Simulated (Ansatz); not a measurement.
The inner images of a band of F4GeH3N (9 atoms, charge 0, multiplicity 1) are given out of order.

Level of theory: Ansatz 0.2.0, RKS PBE/def2-SVP.

Initial state:

```xyz
9
Properties=species:S:1:pos:R:3
Ge -0.538 -0.752 -0.259
F 0.988 -1.607 -0.112
F -1.517 -2.118 -0.731
F -1.409 -0.348 1.210
F -0.809 0.223 -1.693
H 1.649 0.643 0.465
N 0.677 0.950 0.327
H 0.314 1.345 1.205
H 0.645 1.665 -0.411
```

Final state:

```xyz
9
Properties=species:S:1:pos:R:3
Ge -0.784 -0.266 -0.253
F 1.331 -1.389 0.910
F -0.400 -1.521 -1.372
F -1.471 -0.817 1.231
F -2.086 0.593 -1.028
H 1.448 -0.452 0.696
N 0.639 0.890 0.026
H 0.365 1.659 0.653
H 0.957 1.303 -0.863
```

Q: Put them in order from the first end to the last, with their energies above the first end.
A.
```xyz
9
Properties=species:S:1:pos:R:3
Ge -0.558 -0.740 -0.213
F 0.949 -1.592 0.145
F -1.246 -2.086 -1.087
F -1.446 -0.592 1.277
F -1.193 0.466 -1.336
H 1.613 0.590 0.641
N 0.721 0.932 0.257
H 0.270 1.568 0.929
H 0.891 1.454 -0.613
```
B.
```xyz
9
Properties=species:S:1:pos:R:3
Ge -0.571 -0.725 -0.165
F 0.863 -1.595 0.418
F -0.980 -1.981 -1.308
F -1.552 -0.714 1.273
F -1.368 0.539 -1.120
H 1.631 0.565 0.579
N 0.747 0.916 0.187
H 0.313 1.586 0.837
H 0.916 1.409 -0.701
```
C.
```xyz
9
Properties=species:S:1:pos:R:3
Ge -0.547 -0.752 -0.248
F 1.003 -1.574 -0.155
F -1.456 -2.122 -0.833
F -1.356 -0.485 1.279
F -0.994 0.346 -1.545
H 1.579 0.608 0.703
N 0.687 0.943 0.316
H 0.212 1.534 1.011
H 0.871 1.503 -0.527
```
D.
```xyz
9
Properties=species:S:1:pos:R:3
Ge -0.632 -0.608 -0.100
F 0.810 -1.408 0.732
F -0.460 -1.645 -1.487
F -1.639 -0.893 1.290
F -1.749 0.525 -0.880
H 1.400 0.211 0.529
N 0.741 0.889 0.068
H 0.449 1.666 0.676
H 1.079 1.261 -0.829
```
E.
```xyz
9
Properties=species:S:1:pos:R:3
Ge -0.715 -0.336 -0.208
F 1.158 -1.328 0.830
F -0.388 -1.553 -1.392
F -1.486 -0.861 1.248
F -1.994 0.568 -0.976
H 1.369 -0.362 0.666
N 0.681 0.899 0.046
H 0.377 1.684 0.639
H 0.998 1.289 -0.853
```
F.
```xyz
9
Properties=species:S:1:pos:R:3
Ge -0.598 -0.701 -0.105
F 0.767 -1.563 0.654
F -0.681 -1.799 -1.459
F -1.679 -0.862 1.253
F -1.518 0.577 -0.926
H 1.626 0.500 0.515
N 0.762 0.893 0.115
H 0.373 1.611 0.744
H 0.947 1.345 -0.791
```
G.
```xyz
9
Properties=species:S:1:pos:R:3
Ge -0.672 -0.424 -0.169
F 1.035 -1.278 0.779
F -0.403 -1.597 -1.415
F -1.532 -0.879 1.264
F -1.904 0.549 -0.948
H 1.295 -0.203 0.601
N 0.717 0.888 0.064
H 0.417 1.674 0.657
H 1.047 1.270 -0.834
```

A: C (+0.4 kcal/mol), A (+3.3 kcal/mol), B (+6.1 kcal/mol), F (+7.2 kcal/mol), D (+11.1 kcal/mol), G (+22.9 kcal/mol), E (+21.6 kcal/mol).

Run time: 3.3 min on 2 threads of Intel(R) Xeon(R) Platinum 8175M CPU @ 2.50GHz (Skylake/Cascade Lake), with other jobs on the host, peak memory 0.19 GiB.
